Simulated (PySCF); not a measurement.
Compound: H₇NPSi₂ (charge -1).
SMILES with atom numbers: `[SiH3:1][N-:2][SiH2:3][PH2:4]` (hydrogens: H5, H6, H7 on Si1; H8, H9 on Si3; H10, H11 on P4)

The geometry is computed with GFN2-xTB (gas phase).

Q: List the bond lengths, angles and torsions at this level.

A: 
| bond | length (bohr) |
| --- | --- |
| Si1–N2 | 3.171 |
| N2–Si3 | 3.134 |
| Si3–P4 | 4.345 |
| Si1–H5, Si1–H6, Si1–H7 | 2.815 |
| Si3–H8, Si3–H9 | 2.813 |
| P4–H10, P4–H11 | 2.594 |

Bonds in one row agree within 0.02 bohr and their mean is given. A selection of angles:
| angle | degrees |
| --- | --- |
| N2–Si1–H5 | 116.7 |
| N2–Si1–H7 | 107.3 |
| H5–Si1–H6 | 102.7 |
| H5–Si1–H7 | 105.8 |
| Si1–N2–Si3 | 139.1 |
| N2–Si3–P4 | 116.6 |
| N2–Si3–H8 | 112.4 |
| N2–Si3–H9 | 119.8 |
| P4–Si3–H8 | 101.1 |
| P4–Si3–H9 | 98.9 |
| H8–Si3–H9 | 105.7 |
| Si3–P4–H10 | 93.3 |
| H10–P4–H11 | 91.6 |

Dihedral angles: Si1–N2–Si3–P4 -32° (synclinal). The mirror-image conformer, all signs reversed, is as good.

N2 (nitrogen bonded to 2 Si) is bent (angle 139.1°). Si3 (SiH2 silicon) is distorted tetrahedral (angles from 98.9° to 119.8°). Si1 (SiH3 silicon) is distorted tetrahedral (angles from 102.7° to 118.1°). P4 (three-coordinate phosphorus) is pyramidal (angles 93.3°, 93.0° and 91.6°, sum 277.9°, 0.86 Å off the plane of its three neighbours).

Point group: C1 (no symmetry element, even within 0.4 Å). Stationary, but not proved a minimum. Torsions: Si1–N2–Si3–P4 -32°, N2–Si3–P4–H -42° and 50°.
